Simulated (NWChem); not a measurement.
The numbers come from NWChem runs, not from measurements. System: CHO$_{2}$, charge 0, spin multiplicity 2, at a geometry optimised with UPBE/def2-SVP. The structure started from a generated list of species. Its SCF solution wasn't tested for a lower state. Level: UMP2/STO-3G, 3 core orbitals frozen.

Part of the output:

```
             Northwest Computational Chemistry Package (NWChem) 7.3.0
             --------------------------------------------------------

                                NWChem Input Module
                                -------------------

 Scaling coordinates for geometry "geometry" by  1.889725989
 (inverse scale =  0.529177249)

 Turning off AUTOSYM since
 SYMMETRY directive was detected!

                             Geometry "geometry" -> ""
                             -------------------------

 Output coordinates in angstroms (scale by  1.889725989 to convert to a.u.)

  No.       Tag          Charge          X              Y              Z
 ---- ---------------- ---------- -------------- -------------- --------------
    1 O                    8.0000    -1.17528800     0.00000000    -0.16528200
    2 C                    6.0000     0.00000000     0.00000000     0.20921200
    3 O                    8.0000     1.17528800     0.00000000    -0.16528200
    4 H                    1.0000     0.00000000     0.00000000     1.38923600

 Effective nuclear repulsion energy (a.u.)      62.6275220578

            Nuclear Dipole moment (a.u.)
            ----------------------------
        X                 Y               Z
 ---------------- ---------------- ----------------
     0.0000000000     0.0000000000    -0.0000075589

      Symmetry information
      --------------------

 Group name             C2v
 Group number             16
 Group order               4
 No. of unique centers     3

      Symmetry unique atoms

     1    2    4


 Summary of "ao basis" -> "" (spherical)
 ------------------------------------------------------------------------------
       Tag                 Description            Shells   Functions and Types
 ---------------- ------------------------------  ------  ---------------------
 *                           sto-3g                   on all atoms

 Summary of "ao basis" -> "ao basis" (spherical)
 ------------------------------------------------------------------------------
       Tag                 Description            Shells   Functions and Types
 ---------------- ------------------------------  ------  ---------------------
 O                           sto-3g                  3        5   2s1p
 C                           sto-3g                  3        5   2s1p
 H                           sto-3g                  1        1   1s

                                 NWChem SCF Module
                                 -----------------

  ao basis        = "ao basis"
  functions       =    16
  atoms           =     4
  alpha electrons =    12
  beta  electrons =    11
  charge          =   0.00
  wavefunction    = UHF
  use symmetry    = T
  symmetry adapt  = T

 Summary of "ao basis" -> "ao basis" (spherical)
 ------------------------------------------------------------------------------
       Tag                 Description            Shells   Functions and Types
 ---------------- ------------------------------  ------  ---------------------
 O                           sto-3g                  3        5   2s1p
 C                           sto-3g                  3        5   2s1p
 H                           sto-3g                  1        1   1s

      Symmetry analysis of basis
      --------------------------

        a1          8
        a2          1
        b1          5
        b2          2

 Forming initial guess at       0.0s

   Symmetry analysis of molecular orbitals - initial alpha
   -------------------------------------------------------

  Numbering of irreducible representations:

     1 a1          2 a2          3 b1          4 b2

  Orbital symmetries:

     1 b1          2 a1          3 a1          4 a1          5 b1
     6 a1          7 a1          8 b2          9 b1         10 b1
    11 a1         12 a2         13 b2         14 a1         15 a1
    16 b1

   Symmetry analysis of molecular orbitals - initial beta
   ------------------------------------------------------

  Numbering of irreducible representations:

     1 a1          2 a2          3 b1          4 b2

  Orbital symmetries:

     1 b1          2 a1          3 a1          4 a1          5 b1
[...]
   Bfn.  Coefficient  Atom+Function         Bfn.  Coefficient  Atom+Function
  ----- ------------  ---------------      ----- ------------  ---------------
     9      0.858461  2 C  py                 4     -0.572932  1 O  py
    14     -0.572932  3 O  py

 Vector   14  Occ=0.000000D+00  E= 6.172585D-01  Symmetry=a1
              MO Center=  1.9D-18,  1.7D-18,  8.0D-01, r^2= 1.1D+00
   Bfn.  Coefficient  Atom+Function         Bfn.  Coefficient  Atom+Function
  ----- ------------  ---------------      ----- ------------  ---------------
    16     -1.069378  4 H  s                 10      0.986636  2 C  pz
     7      0.495941  2 C  s                  5     -0.293867  1 O  pz
    15     -0.293867  3 O  pz

 center of mass
 --------------
 x =   0.00000000 y =   0.00000000 z =  -0.05781565

 moments of inertia (a.u.)
 ------------------
          11.792002729209           0.000000000000           0.000000000000
           0.000000000000         169.588759122592           0.000000000000
           0.000000000000           0.000000000000         157.796756393383

  Mulliken analysis of the total density
  --------------------------------------

    Atom       Charge   Shell Charges
 -----------   ------   -------------------------------------------------------
    1 O    8     8.21   2.00  1.88  4.33
    2 C    6     5.72   1.99  1.07  2.66
    3 O    8     8.21   2.00  1.88  4.33
    4 H    1     0.85   0.85

  Mulliken analysis of the alpha density
  --------------------------------------

    Atom       Charge   Shell Charges
 -----------   ------   -------------------------------------------------------
    1 O    8     4.34   1.00  0.94  2.40
    2 C    6     2.70   1.00  0.50  1.21
    3 O    8     4.34   1.00  0.94  2.40
    4 H    1     0.61   0.61

   Mulliken analysis of the beta density
   -------------------------------------

    Atom       Charge   Shell Charges
 -----------   ------   -------------------------------------------------------
    1 O    8     3.87   1.00  0.94  1.93
    2 C    6     3.02   1.00  0.58  1.45
    3 O    8     3.87   1.00  0.94  1.93
    4 H    1     0.24   0.24

   Mulliken analysis of the spin density
   -------------------------------------

    Atom       Charge   Shell Charges
 -----------   ------   -------------------------------------------------------
    1 O    8     0.47  -0.00  0.01  0.46
    2 C    6    -0.32  -0.00 -0.08 -0.24
    3 O    8     0.47  -0.00  0.01  0.46
    4 H    1     0.37   0.37

       Multipole analysis of the density wrt the origin
       ------------------------------------------------

     L   x y z        total         alpha         beta         nuclear
     -   - - -        -----         -----         ----         -------
     0   0 0 0     -0.000000    -12.000000    -11.000000     23.000000

     1   1 0 0     -0.000000     -0.000000     -0.000000      0.000000
     1   0 1 0     -0.000000     -0.000000      0.000000      0.000000
     1   0 0 1      0.572057      0.046515      0.525549     -0.000008

     2   2 0 0    -14.166371    -48.982381    -44.107476     78.923486
     2   1 1 0      0.000000      0.000000      0.000000      0.000000
     2   1 0 1      0.000000      0.000000     -0.000000      0.000000
     2   0 2 0    -10.416765     -5.352260     -5.064505      0.000000
     2   0 1 1      0.000000      0.000000      0.000000      0.000000
     2   0 0 2     -9.435642    -11.109478     -7.716938      9.390774

                   NWChem MP2 Semi-direct Energy/Gradient Module
                   ---------------------------------------------

  Basis functions       =     16
  Molecular orbitals    =     16
  Frozen core           =      3
  Frozen virtuals       =      0
  Active alpha occupied =      9
  Active beta occupied  =      8
  Active alpha virtual  =      4
  Active beta virtual   =      5
  Use MO symmetry       = T
  Use skeleton AO sym   = T

  AO/Fock/Back tols     =   1.0D-09  1.0D-09  1.0D-09

 GA uses MA = F    GA memory limited = T

 Available:
  local mem=  1.26D+08
 global mem=  1.44D+08
 local disk=  0.00D+00
  mp2_memr nvloc                     4
  nvloc new                     4
   1 passes of   9:        2097152                        852                     16993.
   1 passes of   9: M    126155718           G      144178688           F     124058566.

 Semi-direct pass number   1 of   1  for UHF alpha       at        0.1s
  vrange nnbf                   135
  mp2_eaftype                    10  avail_ma_in_mb                  1099
 EAF : mp2_eaftype filesize          10       8497.
  mp2_eaf for mointskh                     10
Node 0 wrote      0.0 Mb in      0.0 s     Agg I/O rate:   745.0 Mb/s
 Done moints_semi at        0.1s
  mp2_eaftype                    10  avail_ma_in_mb                  1089
 EAF : mp2_eaftype filesize          10       8497.
  mp2_eaf for kh                    10
 Done maket at        0.1s
 Done multipass loop at        0.1s

 GA uses MA = F    GA memory limited = T

 Available:
  local mem=  1.26D+08
 global mem=  1.44D+08
 local disk=  0.00D+00
  mp2_memr nvloc                     5
  nvloc new                     5
   1 passes of   8:        2097152                        889                     18829.
   1 passes of   8: M    126155718           G      144178688           F     124058566.

 Semi-direct pass number   1 of   1  for UHF beta        at        0.1s
  vrange nnbf                   135
  mp2_eaftype                    10  avail_ma_in_mb                  1099
 EAF : mp2_eaftype filesize          10       9415.
  mp2_eaf for mointskh                     10
Node 0 wrote      0.0 Mb in      0.0 s     Agg I/O rate:  1055.5 Mb/s
 Done moints_semi at        0.1s
  mp2_eaftype                    10  avail_ma_in_mb                  1089
 EAF : mp2_eaftype filesize          10       9415.
  mp2_eaf for kh                    10
 Done maket at        0.1s
 Done multipass loop at        0.1s

          -------------------------------------------
          SCF energy                -185.519008793703
          Correlation energy          -0.202581092951
          Singlet pairs                0.000000000000
          Triplet pairs                0.000000000000
          Total MP2 energy          -185.721589886654
          -------------------------------------------

          ---------------------------------------------------
                    Spin Component Scaled (SCS) MP2
          Same spin pairs                     -0.061356811302
          Same spin scaling factor             0.333333333333
          Opposite spin pairs                 -0.141224281649
          Opposite spin scaling fact.          1.200000000000
          SCS-MP2 correlation energy          -0.189921408412
          Total SCS-MP2 energy              -185.708930202115
          ---------------------------------------------------

 -----------------------
 Performance information
 -----------------------

 Timer overhead =  1.72D-07 seconds/call

               Nr. of calls         CPU time (s)                 Wall time (s)                GFlops
             ---------------    -------------------     ------------------------------   -------------------
Name         Min   Avg   Max    Min     Avg     Max     Min     Avg     Max   Mx/calls   Min     Max     Sum
mp2: moin     2     2     2   4.23E-2 4.23E-2 4.23E-2  4.23E-2 4.23E-2 4.23E-2 2.12E-2   0.0     0.0     0.0
mp2: make     2     2     2   9.59E-4 9.59E-4 9.59E-4  9.59E-4 9.59E-4 9.59E-4 4.79E-4   0.0     0.0     0.0
mp2: tota     1     1     1   4.94E-2 4.94E-2 4.94E-2  4.94E-2 4.94E-2 4.94E-2 4.94E-2   0.0     0.0     0.0

 The average no. of pstat calls per process was 5.00D+00
 with a timing overhead of 8.58D-07s

 Task  times  cpu:        0.1s     wall:        0.1s

 Total times  cpu:        0.1s     wall:        0.1s
```

Write an NWChem input that would produce this output.

This is not unique; one that fits is 
```
start mol
memory heap 200 mb stack 900 mb global 1100 mb
geometry units angstroms nocenter noautoz
  O     -1.175288     0.000000    -0.165282
  C      0.000000     0.000000     0.209212
  O      1.175288     0.000000    -0.165282
  H      0.000000     0.000000     1.389236
  symmetry group C2v
end
basis spherical
  * library sto-3g
end
scf
  uhf
  nopen 1
  maxiter 100
  thresh 1e-7
  semidirect memsize 60000000 filesize 0
  # guess.movecs holds the orbitals of an unrestricted PBE0 run
  vectors input guess.movecs output mol.movecs
end
mp2
  freeze core 3
end
task mp2 energy
```
